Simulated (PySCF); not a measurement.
Computed shifts of a molecule FH6NOSi2, PBE/pcSseg-1 (PySCF), GIAO, gas phase, equivalent atoms averaged, in ppm (number of nuclei): ²⁹Si: -34.7 (1), -59.9 (1). ¹⁹F: -166.3 (1). ¹⁵N: 42.5 (1). ¹H: 5.10 (1), 5.03 (3), 1.76 (1), 0.70 (1). References: ¹⁷O against H2O (σ = 334.3 ppm); ²⁹Si against TMS (σ = 335.4 ppm); ¹⁹F against CFCl3 (σ = 133.6 ppm); ¹⁵N against NH3 (σ = 267.0 ppm); ¹H against TMS (σ = 31.49 ppm), references at their B3LYP-D3(BJ)/def2-TZVP geometries, non-relativistic. Coordinates come from a B3LYP-D3(BJ)/def2-SVP optimisation. The values are those of a single conformer.

### Question
Pick the molecule that these values belong to.
A) O[Si@H](F)N[SiH3]
B) O[SiH2]N[SiH2]F
C) N[SiH2][Si@@H](O)F
D) N[SiH2]O[SiH2]F

### Answer
A, O[Si@H](F)N[SiH3]
